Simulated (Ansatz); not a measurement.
Program: Ansatz. Geometries: PBE0-D4/def2-TZVP. ΔE: electronic, gas phase. CCSD(T)/CBS adds triple-zeta CCSD(T) − MP2 to the extrapolated MP2 energy (def2 sets, frozen cores). One conformer a species, not always the lowest.

`CCB(C)N` → `CBCNC`  (isomerisation)

| species | CCSD(T)/CBS(def2) energy (Eh) |
| --- | --- |
| `CCB(C)N` | -199.74658 |
| `CBCNC` | -199.65543 |

Task: Work out ΔE.

Result: ΔE = (-199.65543) − (-199.74658) = 0.09115 Eh = +239.3 kJ/mol.

Largest T1 diagnostic among the species: 0.010.

From BLYP to BHLYP (50 % exact exchange), in def2-TZVPP and without D4, ΔE moves by +3.1 kJ/mol. Leaving LDA and LC-ωPBE aside and taking each functional with its dispersion term where it has one, the values, not all of them listed here, spread over 10.2 kJ/mol, from revPBE-D4 to PBE-QIDH.
